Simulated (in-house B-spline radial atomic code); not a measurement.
## Ionising the selenium ion Se⁶⁺ with different functionals

Computed with an all-electron radial atomic-structure program (B-spline basis): non-relativistic Hamiltonian, point nucleus, spin-polarised at highest spin, spherical fractional occupations for the functionals, and exact exchange of hybrids averaged over the configuration. The ionisation energy is the difference of two self-consistent energies, [Ar] 3d10 → [Ar] 3d9, without Breit or QED terms; ε is the level of the shell that loses the electron (its least bound occupied spin orbital). There is no spin-orbit coupling in this Hamiltonian.

```csv
method,rung,ΔSCF (eV),-ε(3d) (eV)
PBE0,global hybrid,?,?
B3LYP,global hybrid,156.23,144.65
TPSSh,global hybrid,156.06,142.57
M06-2X,global hybrid,155.75,150.68
BHandHLYP,global hybrid,155.95,150.18
r2SCAN0,global hybrid,?,?
B97-1,global hybrid,156.11,144.72
HSE06,range-separated hybrid,156.04,145.01
wB97X,range-separated hybrid,155.74,147.12
CAM-B3LYP,range-separated hybrid,156.16,146.65
LC-wPBE,range-separated hybrid,156.11,146.53
```

Task: What does r2SCAN0 give?

Result: ΔSCF 156.71 eV, and -ε(3d) = 146.21 eV.

Task: What does PBE0 give?

Result: ΔSCF 156.11 eV, and -ε(3d) = 145.50 eV.

Task: Among the functionals, which spreads more, the ΔSCF values or the orbital energies?

Result: The orbital energies: ΔSCF values span about 0.97 eV and the orbital energies 8.11 eV; here energy differences depend much less on the functional than eigenvalues do.

Task: How do they compare with the NIST value?

Result: NIST lists 155.33 eV ± 0.012 (measured, ground level to ground level). Errors run from +0.41 to +1.38 eV; wB97X is closest (+0.41 eV), but part of that can be cancellation, since the calculations leave out relativity, Breit-QED terms, multiplet and fine-structure energies.
